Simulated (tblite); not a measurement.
Species: C6H17N2P.
Geometry (GFN2-xTB, Å), atoms numbered from 1 in this order:
```xyz
26
C6H17N2P angstrom
C      1.3440    1.1815   -0.7771
C      1.3264   -0.1843   -0.1022
C      2.4233   -0.2526    0.9657
C      1.5299   -1.2879   -1.1415
N      0.0459   -0.3474    0.5874
P     -1.4327   -0.0127   -0.1160
C     -2.5448   -0.9434    1.0363
C     -1.7986    1.7332    0.3950
N     -1.4703   -0.3670   -1.6377
H      1.2149    1.9680   -0.0367
H      0.5349    1.2286   -1.5016
H      2.2888    1.3351   -1.2924
H      2.4211   -1.2230    1.4584
H      2.2643    0.5165    1.7177
H      3.3984   -0.1000    0.5113
H      0.7054   -1.2637   -1.8481
H      1.5494   -2.2645   -0.6603
H      2.4669   -1.1450   -1.6737
H      0.0053   -1.2533    1.0423
H     -3.5771   -0.6621    0.8345
H     -2.4327   -2.0074    0.8286
H     -2.3124   -0.7404    2.0783
H     -1.2548    2.4236   -0.2452
H     -1.5235    1.8988    1.4324
H     -2.8655    1.9139    0.2678
H     -2.3274   -0.1219   -2.1099
```

All values are computed: GFN2-xTB (tblite) harmonic vibrations without scaling, gas phase. This tight-binding method is rough: wavenumbers can miss measured ones by several per cent, in bad cases by 10 to 20. One conformer, not necessarily the lowest.

Harmonic wavenumbers (cm⁻¹): 60.0, 94.0, 143.9, 156.1, 187.6, 194.8, 213.8, 234.2, 243.6, 262.4, 270.5, 286.3, 293.0, 338.4, 352.8, 381.5, 399.4, 417.5, 496.2, 577.3, 662.5, 696.4, 735.9, 782.0, 805.0, 820.4, 852.9, 867.3, 929.7, 951.3, 956.7, 965.5, 1012.8, 1032.6, 1037.1, 1179.2, 1184.4, 1240.4, 1249.6, 1308.1, 1311.4, 1322.2, 1390.1, 1396.6, 1416.7, 1432.4, 1440.6, 1444.3, 1454.3, 1476.3, 1486.6, 1489.5, 1494.3, 1496.8, 1507.7, 2992.8, 2996.0, 3006.1, 3016.7, 3020.4, 3020.8, 3024.8, 3028.3, 3031.9, 3034.5, 3037.7, 3038.5, 3040.8, 3047.6, 3061.8, 3346.3, 3423.0.

A = 2089, B = 929.0, C = 917.0 MHz; mass 148.113 u (most abundant isotopes); point group C1, symmetry number 1.

Question: Zero-point energy?

Answer: Half the sum of the wavenumbers: 49300 cm⁻¹ = 589.76 kJ/mol.

Question: Entropy at 200 K, 1 bar (ideal gas, RRHO, classical rotation)?

Answer: Translation 162.89, rotation 118.79, vibration 101.21: S = 382.9 J/(mol K).

Question: And Cp and H(200 K) − H(0)?

Answer: Cp = 163.13 J/(mol K), of which vibrations give 129.88 (their classical limit is 72 R = 598.6); H(200 K) − H(0) = 18.86 kJ/mol without the zero-point energy, 12.21 from vibrations.

Question: What must be added to the electronic energy to get the Gibbs energy at 200 K and 1 bar?

Answer: ZPE + [H(200 K) − H(0)] − T·S = 589.76 + 18.86 − 76.58 = 532.04 kJ/mol.

Question: Which modes carry the vibrational entropy at 200 K?

Answer: 60.0 cm⁻¹: 15.36; 94.0 cm⁻¹: 11.72; 143.9 cm⁻¹: 8.39; 156.1 cm⁻¹: 7.77; 187.6 cm⁻¹: 6.43; 194.8 cm⁻¹: 6.16 J/(mol K); the other 66 give 45.38 together.

Question: How do the functions run with temperature in this model?

Answer: 
```json
{"T (K)": "150", "S (J/(mol K))": "340.5", "Cp (J/(mol K))": "132.6", "H − H(0) (kJ/mol)": "11.45", "G − H(0) (kJ/mol)": "-39.62", "ln q(vib)": "3.04"}
{"T (K)": "250", "S (J/(mol K))": "422.4", "Cp (J/(mol K))": "191.7", "H − H(0) (kJ/mol)": "27.73", "G − H(0) (kJ/mol)": "-77.86", "ln q(vib)": "6.69"}
{"T (K)": "298.15", "S (J/(mol K))": "458.4", "Cp (J/(mol K))": "218.6", "H − H(0) (kJ/mol)": "37.61", "G − H(0) (kJ/mol)": "-99.07", "ln q(vib)": "8.49"}
{"T (K)": "400", "S (J/(mol K))": "530.3", "Cp (J/(mol K))": "272.3", "H − H(0) (kJ/mol)": "62.66", "G − H(0) (kJ/mol)": "-149.47", "ln q(vib)": "12.29"}
{"T (K)": "600", "S (J/(mol K))": "657.6", "Cp (J/(mol K))": "356.2", "H − H(0) (kJ/mol)": "126.00", "G − H(0) (kJ/mol)": "-268.55", "ln q(vib)": "19.56"}
{"T (K)": "900", "S (J/(mol K))": "819.2", "Cp (J/(mol K))": "440.2", "H − H(0) (kJ/mol)": "246.40", "G − H(0) (kJ/mol)": "-490.84", "ln q(vib)": "29.70"}
```

q(vib) and H(0) count from the zero-point level.

Question: Blend soft modes into free rotors: weight 1/[1 + (100 cm⁻¹/ν̃)⁴] for the oscillator and the rest for a rotor with moment μB/(μ + B), μ = h/(8π²ν), B = 10⁻⁴⁴ kg m². What vibrational entropy results?

Answer: 98.69 J/(mol K) in place of 101.21, which changes −T·S at 200 K by +0.50 kJ/mol.

Hindered rotation and anharmonicity are outside this model. Other conformers, if any are populated, would add a mixing term that is left out. The structure is chiral; the term R ln 2 for an equal mix with its mirror image is left out.
